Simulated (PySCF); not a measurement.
H3O4Si, SMILES [O][Si](O)(O)O, multiplicity 2. The structure is a stationary point at B3LYP-D3(BJ)/def2-SVP. The isomer is the one that the SMILES or the coordinates give; other isomers of the formula were not compared. Other conformers were not sampled.

Method: B3LYP-D3(BJ)/def2-SVP run with PySCF 2.14.0.

Harmonic wavenumbers (cm⁻¹): 121, 217, 225, 286, 306, 329, 338, 373, 752, 794, 802, 814, 880, 986, 1008, 3866, 3873, 3884. Rotational constants (GHz): 4.309, 4.024, 3.666; symmetry number 1.

Task: Work out the zero-point energy and the ideal-gas rigid-rotor harmonic-oscillator thermochemistry at 298.15 K and 1 atm.

Result: ZPE = ½ Σ hcν = ½ × 19854 cm⁻¹ = 28.38 kcal/mol. H − E(el) = 33.36 kcal/mol. Entropy in cal/(mol K): translation 39.57, rotation 26.03, vibration 14.62, spin 1.38, total 81.60. G − E(el) = 9.03 kcal/mol. Cp = 25.56 cal/(mol K). Modes under 150 cm⁻¹ make the vibrational entropy uncertain.
